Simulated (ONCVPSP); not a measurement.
What the settings do to the ONCV potential of Gd

Base potential:

```json
{
 "Element": "Gd",
 "Generator": "ONCVPSP 4.0.1",
 "Type": "optimised norm-conserving Vanderbilt (ONCV)",
 "Functional": "PBEsol",
 "Relativity": "fully relativistic",
 "Frozen core": "[Kr]",
 "Valence charge": "28",
 "Reference configuration": "4d10 4f7 5s2 5p6 5d1 6s2",
 "Partial waves": "5s+6s: rc 2.10 bohr, ncon 5, nbas 8, qcut 4.4 1/bohr, 2 projectors; 5p: rc 2.55 bohr, ncon 3, nbas 7, qcut 5.1 1/bohr, 2 projectors, debl 0.3 Ha; 4d+5d: rc 0.95 bohr, ncon 3, nbas 8, qcut 14.8 1/bohr, 2 projectors; 4f: rc 1.10 bohr, ncon 4, nbas 9, qcut 15.3 1/bohr, 2 projectors, debl 0.7 Ha",
 "Local potential": "polynomial inside 0.85 bohr (lpopt 5, dvloc0 -1 Ha)",
 "Core correction": "Teter function, fcfact 1.75, rcfact 1.8"
}
```

Open shells are filled in proportion to 2j + 1.

In the p channel the program set the typed energies aside and used -0.955, 0.250 Ha (j = l + 1/2; the other j can differ).

Cutoffs, loose and tight: the cutoffs (Ha) at which the residual kinetic energy of the hardest occupied pseudo-wave falls to 1 and 0.1 mHa per electron. They do not see the model core or the augmentation charge, which bear on the density cutoff. Test errors are all-electron minus pseudo excitation energies from the reference, over the configurations 4d10 4f7 5s2 5p6 5d1 6s1; 4d10 4f7 5s2 5p6 5d1 6s0; 4d10 4f7 5s2 5p6 5d0 6s0; 4d10 4f6 5s2 5p6 5d2 6s1. A dash means not determined; rows that change the core or the reference have their own tests. The largest error is taken over the tests solved by every variant that gives reliable tests at all: 4d10 4f6 5s2 5p6 5d2 6s1; 4d10 4f7 5s2 5p6 5d1 6s0; 4d10 4f7 5s2 5p6 5d1 6s1.

A true bound ghost makes a file unfit for plane-wave use even where its test errors are small: the radial tests pick states by their node count and pass the ghost by.

```tsv
change	outcome	cutoff, loose	cutoff, tight	bound ghosts	GHOST(+) flags above zero	largest test error (meV)
base	generated, projector energies reset by the program	101 Ha	110 Ha	s, p3/2, p1/2	none	+86
core correction Teter function, fcfact 1.9, rcfact 1.8	generated, projector energies reset by the program	101 Ha	110 Ha	s, p3/2, p1/2	none	+86
core correction Teter function, fcfact 2.7, rcfact 1.8	generated, projector energies reset by the program	101 Ha	110 Ha	s, p3/2, p1/2	none	+83
core correction Teter function, fcfact 3.6, rcfact 1.8	generated, projector energies reset by the program	101 Ha	110 Ha	s, p3/2, p1/2	none	+81
core correction Teter function, fcfact 5.2, rcfact 1.8	generated, projector energies reset by the program	101 Ha	110 Ha	s, p3/2, p1/2	none	+77
core correction Teter function, fcfact 6.3, rcfact 1.8	generated, projector energies reset by the program	101 Ha	110 Ha	s, p3/2, p1/2	none	+75
core correction Teter function, fcfact 7.2, rcfact 1.8	generated, projector energies reset by the program	101 Ha	110 Ha	s, p3/2, p1/2	none	+74
```

Reading the sweep of the fcfact (base included, trends over the rows without a ghost): Bound ghosts are found at 1.75, 1.9, 2.7, 3.6, 5.2, 6.3, 7.2. Every judged row has one, so this setting neither creates nor removes them.
